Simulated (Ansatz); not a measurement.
Job for Ansatz (a quantum-chemistry and plane-wave program): U-CCSD(T)/def2-TZVPP on CH4OSn (SMILES C[O][SnH]), a point of a bond scan (R = 2.164 Å). Elements past Kr take the def2 small-core potentials; no spin–orbit coupling. The run froze 11 orbitals, filled d shells among them.

Ansatz 0.2 input:
```yaml
crystal:
  periodic: [false, false, false]
  atoms:
    - {symbol: Sn, position_ang: [-0.25585110, -0.35397741, 0.47967984]}
    - {symbol: H, position_ang: [-1.50329048, -0.86135786, -1.21438564]}
    - {symbol: O, position_ang: [0.88269222, 0.89219764, -0.56591150]}
    - {symbol: C, position_ang: [0.78581823, 1.22657121, -1.93455092]}
    - {symbol: H, position_ang: [0.62947298, 2.30497022, -2.04038106]}
    - {symbol: H, position_ang: [1.72035497, 0.96983708, -2.44378264]}
    - {symbol: H, position_ang: [-0.03833601, 0.70384925, -2.43318955]}
basis:
  gaussian:
    orbitals: def2-TZVPP
correlation: {method: ccsd_t, electrons: outside_noble_gas}
scf: {omitted_lower_state_checks: [cluster_reference]}
magnetization: {spin_polarized: true, initial_magnetization: 0}
```

Problem. Predict the final total energy.

Solution. -328.9856 hartree (reference determinant -328.4274, T1 diagnostic 0.020).

Problem. How many basis functions does it have, and what does it roughly cost on one machine?

Solution. 168 functions; around 60 core-seconds (rough).
